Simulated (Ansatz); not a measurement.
Computed with Ansatz on PBE0-D4/def2-TZVP structures; ΔE is electronic, products minus reactants. CCSD(T)/CBS is the MP2 limit (def2-TZVPP, def2-QZVPP) plus CCSD(T) − MP2 in def2-TZVPP, frozen cores. This one scheme is used for every species. Functionals use def2-TZVPP. B3LYP here is the variant with VWN-RPA as its local correlation; programs differ in this. For V outer-core shells are correlated without core-valence functions, which leaves a few kJ/mol of doubt a bond. Scalar relativity is left out up to krypton. Each species was taken in one conformer, which may not be the lowest.

Reaction (ligand exchange at a V–Cl bond): `[O]=[V]([OH])([F])[Cl]` + CH₃OH → `C[O][V](=[O])([OH])[F]` + HCl

Question: Is it downhill or uphill in electronic energy at CCSD(T)/CBS, and by how much? (Estimate.)

Answer: The calculation gave: Downhill: ΔE = -3.0 kJ/mol.

Question: What do these levels give: revPBE-D4, B3LYP-D4, r2SCAN, HF/def2-SVP, MP2/def2-SVP, CCSD(T)/def2-SVP? (Estimate.)

Answer: Computed: revPBE-D4 0.4, B3LYP-D4 -2.0, r2SCAN 0.0, HF/def2-SVP -8.0, MP2/def2-SVP -5.7, CCSD(T)/def2-SVP -18.5 kJ/mol.

Question: What do rigid-rotor, harmonic-oscillator terms from PBE0-D4/def2-TZVP frequencies (298.15 K, 1 bar) make of the CCSD(T)/CBS value? (Best estimate.)

Answer: Computed: ΔZPE = -10.7 kJ/mol, ΔH = -11.2 kJ/mol, ΔS = -14 J/(mol·K), ΔG = -7.2 kJ/mol.

Largest T1 diagnostic among the species: 0.032, so the coupled-cluster value is less sure than usual.

From r2SCAN to r2SCAN0 (25 % exact exchange), in def2-TZVPP and without D4, ΔE moves by +3.4 kJ/mol. Leaving LDA and LC-ωPBE aside and taking each functional with its dispersion term where it has one, the values, not all of them listed here, spread over 14.8 kJ/mol, from CAM-B3LYP-D4 to PBE-QIDH. LDA lies −7.5 kJ/mol from PBE without D4. At CCSD(T), def2-SVP lies −15.5 kJ/mol from the extrapolated value and def2-TZVPP −0.4 kJ/mol.
